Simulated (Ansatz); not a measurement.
Reactions of CH₃F₃SSi (`F[Si](F)(F)CS`).

Program: Ansatz. Geometries: PBE0-D4/def2-TZVP. ΔE: electronic, gas phase. CCSD(T)/CBS adds triple-zeta CCSD(T) − MP2 to the extrapolated MP2 energy (def2 sets, frozen cores). This one scheme is used for every species. DFT in def2-TZVPP. Each species was taken in one conformer, which may not be the lowest.

```csv
reaction,CCSD(T)/CBS(def2) (kJ/mol)
`F[Si](F)(F)CS` + H₂ → `F[SiH](F)F` + CH₃SH,-22
`F[Si](F)(F)CS` + `O[SiH2]O` → `O[SiH2]OCS` + `F[SiH](F)F`,?
`F[Si](F)(F)CS` + `[SiH3][SiH2]S` → `[SiH3][SiH2]SCS` + `F[SiH](F)F`,43
`F[Si](F)(F)CS` + CH₃NH₂ → `CN[Si](F)(F)F` + CH₃SH,-77
```

Problem. Fill in the missing values. (Best estimate.)

Solution. The calculation gave: `F[Si](F)(F)CS` + `O[SiH2]O` → `O[SiH2]OCS` + `F[SiH](F)F`: +76.4 kJ/mol.

Largest T1 diagnostic: 0.012, for `[SiH3][SiH2]SCS`.
